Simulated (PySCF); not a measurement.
# Dipole response of Cu²⁺ (copper, charge +2)

[Ar] 3d9, 2D determinant. Calculation: PySCF 2.14, in aug-cc-pVQZ-PP with ECP10MDF (7s7p6d4f3g2h, 135 functions); scalar relativity through the core potential. Coupled (time-dependent) response in atomic units; α is the mean over directions.

```tsv
method	mean α (bohr³)	α xx, yy, zz	C₆ (like pair)	S(−4)
TPSSh	3.013	2.884, 2.884, 3.272	8.133	4.578
```

S(−4) is the Cauchy moment in α(ω) = α(0) + S(−4) ω² + …

α(iu) at TPSSh:

```tsv
u (hartree)	α(iu) (bohr³)
0	3.013
0.0500	3.002
0.100	2.969
0.200	2.848
0.300	2.681
0.500	2.315
0.750	1.922
1.00	1.621
1.50	1.207
2.00	0.9409
3.00	0.6235
5.00	0.3337
```

A single London oscillator, α(iu) = α/(1 + u²/ω²), gives C₆ = (3/4) ω α². Matching the computed C₆ needs ω = 4 × 8.133 / (3 × 3.013²) = 1.19 hartree.

For an ion, C₆ is the dispersion term alone; charge-induced terms of lower order in 1/R come first.

The components differ because the open shell of this determinant is not spherical; for a pure term their mean is the scalar polarisability.

Energies and moments cover only the electrons outside the core potential.
